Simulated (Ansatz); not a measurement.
Input file for Ansatz (a quantum-chemistry and plane-wave program): R-B3LYP-D3(BJ)/def2-TZVP on AsH3 (SMILES [AsH3]).

Ansatz 0.2 input:
```yaml
crystal:
  periodic: [false, false, false]
  atoms:
    - {symbol: As, position_ang: [0.00391347, 0.00355357, 0.65601868]}
    - {symbol: H, position_ang: [-0.26630825, 1.18313980, -0.22326816]}
    - {symbol: H, position_ang: [-0.89414833, -0.82281378, -0.20897338]}
    - {symbol: H, position_ang: [1.15654310, -0.36387958, -0.22377715]}
basis:
  gaussian:
    orbitals: def2-TZVP
hamiltonian:
  xc: b3lyp
  dispersion: d3bj
relax: {f_tol: 0.003, max_steps: 120}
```

It printed:

```
WARN ansatz: RAYON_NUM_THREADS=2 ignored (pool sized by the plan → 2); use --threads N
Functional definition: B3LYP
integrals: 0.01 GiB planned
548 factors; their error is unknown
mean field: 0.17 GiB planned
mean field evaluation 1: about -60890.5939 eV, gradient 1.4e1 eV
mean field evaluation 2: about -60890.8568 eV, gradient 8.3e0 eV
mean field evaluation 4: about -60890.9632 eV, gradient 4.1e-1 eV
mean field evaluation 8: about -60891.1618 eV, gradient 7.5e-3 eV
mean field -60891.16182217 eV, -2237.7089234530 hartree, gradient 3.6e-6 eV, S^2 0.000000; 0 other end points of the search recorded, 0 dependent functions left out
the calculation of the forces begins
reference -60891.16201916 eV, -2237.7089306921 hartree; 18, 18 occupied and 48, 48 virtual orbitals, 548 factors
relax step   1: F+E_penalty+E_count = -60891.23253760 eV  Δ(F+E_penalty+E_count) = +0.000e0 eV  max|allowed force component| = 5.801e-1 eV/Å  Δτ_max = 0.0000 Å  (22 SCF iters, accepted)
these checks for a lower state are left out or cut short: starts, cluster_reference, orbital_swaps, neighbouring_geometries, increment
integrals: 0.01 GiB planned
548 factors; their error is unknown
mean field: 0.17 GiB planned
mean field evaluation 16: about -60890.9978 eV, gradient 1.7e-2 eV
mean field -60891.19595192 eV, -2237.7101776980 hartree, gradient 6.9e-6 eV, S^2 0.000000; 0 other end points of the search recorded, 0 dependent functions left out
the calculation of the forces begins
reference -60891.19615084 eV, -2237.7101850081 hartree; 18, 18 occupied and 48, 48 virtual orbitals, 548 factors
relax step   2: F+E_penalty+E_count = -60891.26632377 eV  Δ(F+E_penalty+E_count) = -3.379e-2 eV  max|allowed force component| = 2.954e-1 eV/Å  Δτ_max = 0.0746 Å  (26 SCF iters, accepted)
these checks for a lower state are left out or cut short: starts, cluster_reference, orbital_swaps, neighbouring_geometries, increment
integrals: 0.01 GiB planned
548 factors; their error is unknown
mean field: 0.17 GiB planned
mean field -60891.20249988 eV, -2237.7104183310 hartree, gradient 6.8e-6 eV, S^2 0.000000; 0 other end points of the search recorded, 0 dependent functions left out
the calculation of the forces begins
reference -60891.20269883 eV, -2237.7104256424 hartree; 18, 18 occupied and 48, 48 virtual orbitals, 548 factors
relax step   3: F+E_penalty+E_count = -60891.27297489 eV  Δ(F+E_penalty+E_count) = -6.651e-3 eV  max|allowed force component| = 3.719e-2 eV/Å  Δτ_max = 0.0234 Å  (26 SCF iters, accepted)
these checks for a lower state are left out or cut short: starts, cluster_reference, orbital_swaps, neighbouring_geometries, increment
integrals: 0.01 GiB planned
548 factors; their error is unknown
mean field: 0.17 GiB planned
mean field evaluation 32: about -60891.2025 eV, gradient 4.5e-5 eV
mean field -60891.20254022 eV, -2237.7104198135 hartree, gradient 7.1e-6 eV, S^2 0.000000; 0 other end points of the search recorded, 0 dependent functions left out
the calculation of the forces begins
reference -60891.20273924 eV, -2237.7104271273 hartree; 18, 18 occupied and 48, 48 virtual orbitals, 548 factors
relax step   4: F+E_penalty+E_count = -60891.27301259 eV  Δ(F+E_penalty+E_count) = -3.770e-5 eV  max|allowed force component| = 3.876e-4 eV/Å  Δτ_max = 0.0010 Å  (28 SCF iters, accepted)
integrals: 0.01 GiB planned
548 factors; their error is unknown
mean field: 0.17 GiB planned
mean field -60891.20254022 eV, -2237.7104198135 hartree, gradient 7.1e-6 eV, S^2 0.000000; 1 other end points of the search recorded, 0 dependent functions left out
the calculation of the forces begins
reference -60891.20273924 eV, -2237.7104271273 hartree; 18, 18 occupied and 48, 48 virtual orbitals, 548 factors
Total energy: -60891.27321161 eV, -2237.7130169392 hartree
Atom 0 at     0.003841     0.003353     0.636763 Å, force    -0.000007     0.000010    -0.000388 eV/Å
Atom 1 at    -0.277985     1.235321    -0.217103 Å, force    -0.000032     0.000146     0.000134 eV/Å
Atom 2 at    -0.933711    -0.858939    -0.202109 Å, force    -0.000118    -0.000108     0.000128 eV/Å
Atom 3 at     1.207855    -0.379735    -0.217551 Å, force     0.000157    -0.000048     0.000125 eV/Å
Dipole moment:    -0.000281    -0.000245    -0.046565 e Å
```

The calculation finished and met its thresholds.

Cost: very roughly 4 core-seconds.
